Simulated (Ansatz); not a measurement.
Conformers of C$_{6}$H$_{11}$ClO$_{2}$ (`CCCOC(=O)CCCl`), each relaxed with PBE0-D4/def2-TZVP in Ansatz. CBS adds the triple-zeta coupled-cluster correction to the MP2 limit.

Not all of them had a frequency check.

Conformer A:

```xyz
20

C     0.118    0.509    2.527
C    -0.620   -0.673    1.925
C     0.244   -1.526    1.021
O     0.799   -0.759   -0.059
C     0.008   -0.559   -1.112
O    -1.098   -1.013   -1.233
C     0.678    0.300   -2.156
C    -0.255    1.379   -2.649
Cl   -0.592    2.569   -1.361
H     0.982    0.182    3.113
H     0.477    1.186    1.750
H    -0.536    1.081    3.188
H    -0.999   -1.328    2.717
H    -1.492   -0.333    1.360
H     1.115   -1.909    1.555
H    -0.325   -2.360    0.607
H     0.926   -0.354   -3.000
H     1.604    0.722   -1.768
H     0.179    1.930   -3.481
H    -1.214    0.956   -2.944
```

Conformer B:

Cartesian coordinates in Å:
```
C 0.743 1.615 2.242
C -0.374 1.874 1.246
C 0.070 1.778 -0.196
O 0.588 0.476 -0.509
C -0.303 -0.454 -0.860
O -1.488 -0.264 -0.942
C 0.374 -1.768 -1.141
C -0.622 -2.820 -1.563
Cl 0.205 -4.366 -1.883
H 1.557 2.335 2.120
H 1.164 0.616 2.113
H 0.380 1.693 3.269
H -0.784 2.879 1.392
H -1.203 1.179 1.405
H 0.902 2.456 -0.397
H -0.753 2.002 -0.875
H 0.915 -2.080 -0.243
H 1.133 -1.613 -1.912
H -1.363 -3.003 -0.789
H -1.141 -2.536 -2.476
```

Q: Which is lowest in electronic energy at CCSD(T)/CBS (frozen core, def2 sets), and by how much? (Best estimate.)

A: Computed: A; B lies 1.0 kJ/mol higher. Gaps under about 2 kJ/mol don't settle the order.

Q: Give the energies relative to A (kJ/mol) with r2SCAN-D4/def2-TZVPP, B3LYP-D4/def2-TZVPP, ωB97X-V/def2-TZVPP, PBE0/def2-TZVPP, MP2/def2-TZVPP, CCSD/def2-TZVPP, CCSD(T)/def2-TZVPP. (Estimate.)

A: Computed: 
| level | B |
| --- | --- |
| r2SCAN-D4/def2-TZVPP | 1.3 |
| B3LYP-D4/def2-TZVPP | 2.2 |
| ωB97X-V/def2-TZVPP | 1.3 |
| PBE0/def2-TZVPP | -1.6 |
| MP2/def2-TZVPP | 2.8 |
| CCSD/def2-TZVPP | 0.3 |
| CCSD(T)/def2-TZVPP | 1.5 |

B3LYP here is the variant with VWN-RPA as its local correlation; programs differ in this.
